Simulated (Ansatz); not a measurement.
Program: Ansatz. Geometries: PBE0-D4/def2-TZVP. ΔE: electronic, gas phase. CCSD(T)/CBS adds triple-zeta CCSD(T) − MP2 to the extrapolated MP2 energy (def2 sets, frozen cores). DFT in def2-TZVPP. B3LYP here is the variant with VWN-RPA as its local correlation; programs differ in this. For Ge outer-core shells are correlated without core-valence functions, which leaves a few kJ/mol of doubt a bond. Scalar relativity is left out up to krypton. Each species was taken in one conformer, which may not be the lowest.

Reaction (germylene formation by 1,1-elimination): `C[O][Ge]([OH])([SiH3])[Cl]` → `C[O][Ge][Cl]` + silanol

`C[O][Ge]([OH])([SiH3])[Cl]`:

Cartesian coordinates in Å:
```
C -1.579 -0.866 1.198
O -0.997 -1.037 -0.077
Ge -0.035 0.244 -0.822
O 0.139 -0.253 -2.500
Si 2.100 0.680 0.140
Cl -1.252 2.040 -0.715
H -2.156 -1.767 1.420
H -2.253 -0.004 1.225
H -0.822 -0.743 1.982
H -0.681 -0.604 -2.860
H 2.707 1.828 -0.574
H 1.885 1.014 1.570
H 2.944 -0.532 0.014
```

`C[O][Ge][Cl]`:

Cartesian coordinates in Å:
```
C 0.675 0.379 -0.378
O 0.233 0.271 0.957
Ge -1.162 -0.517 1.691
Cl -2.161 -1.381 -0.087
H 0.733 1.436 -0.650
H 0.006 -0.134 -1.074
H 1.675 -0.055 -0.458
```

`O[SiH3]`:

```xyz
6

O     0.139    0.644   -1.099
Si    0.107   -0.115    0.363
H    -0.589    0.486   -1.701
H    -1.090    0.274    1.158
H     1.338    0.308    1.067
H     0.094   -1.597    0.213
```

```tsv
level	ΔE (kJ/mol)	difference from CCSD(T)/CBS
PBE-D4	11.1	-0.3
r2SCAN-D4	21.7	10.3
PBE0-D4	25.3	13.9
B3LYP-D4	-6.4	-17.8
ωB97X-V	23.5	12.1
ωB97M-V	3.5	-7.9
B2PLYP	-4.2	-15.6
PBE	-0.5	-11.9
r2SCAN	18.1	6.7
PBE0	14.7	3.3
B3LYP	-24.8	-36.2
HF/def2-TZVPP	-4.3	-15.7
MP2/def2-TZVPP	29.2	17.8
SCS-MP2/def2-TZVPP	18.3	6.9
CCSD/def2-TZVPP	23.1	11.7
CCSD(T)/def2-TZVPP	26.1	14.7
HF/def2-QZVPP	-7.1	-18.5
MP2/def2-QZVPP	19.8	8.4
SCS-MP2/def2-QZVPP	10.5	-0.9
HF/CBS(def2)	-7.5	-18.9
MP2/CBS(def2)	14.5	3.1
CCSD/CBS(def2)	8.4	-3.0
CCSD(T)/CBS	11.4	0
```

Largest T1 diagnostic among the species: 0.015.

From PBE to PBE0 (25 % exact exchange), in def2-TZVPP and without D4, ΔE moves by +15.2 kJ/mol. In def2-TZVPP, CCSD(T) changes the Hartree–Fock value by +30.4 kJ/mol (the triples alone add +3.0 kJ/mol) and MP2 by +33.5 kJ/mol. The D4 term adds +18.3 kJ/mol with B3LYP and +10.7 kJ/mol with PBE0; it sums over pairs of atoms, weighted by their polarisabilities, and B3LYP, whose exchange is more repulsive, gets the larger term.
